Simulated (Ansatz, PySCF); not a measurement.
CH₅ClF₂Si₂, SMILES [SiH3][Si@](CF)(F)Cl.

Coordinates come from a B3LYP-D3(BJ)/def2-SVP optimisation. The structure was generated by enumeration; whether it is a known compound was not checked. Other conformers were not sampled.

Vertical ionisation energy (IE) and electron affinity (EA) in eV. Rows of orbital energies are one-electron estimates. Where ΔSCF, EOM or ADC give a negative EA the extra electron is unbound and the value depends on the basis.

```tsv
level	IE	EA
−ε(HOMO), −ε(LUMO), ωB97X/def2-TZVP (PySCF)	10.65	-1.60
−ε(HOMO), −ε(LUMO), PBE/def2-TZVP (PySCF)	7.04	1.42
ΔSCF, ωB97X-V/def2-SVPD (Ansatz), final states of multiplicity 2 and 2	10.61	-1.28
ΔSCF, PBE/def2-SVPD (Ansatz), final states of multiplicity 2 and 2	9.85	-0.70
```

Problem. What vertical singlet–triplet gap does ΔSCF give with ωB97X-V/def2-SVPD (Ansatz, an electronic-structure program) and with PBE/def2-SVPD (Ansatz)? (The exact figures need the calculation; the answer reports its results.)

Solution. 6.34 and 5.38 eV (triplet above singlet where positive).
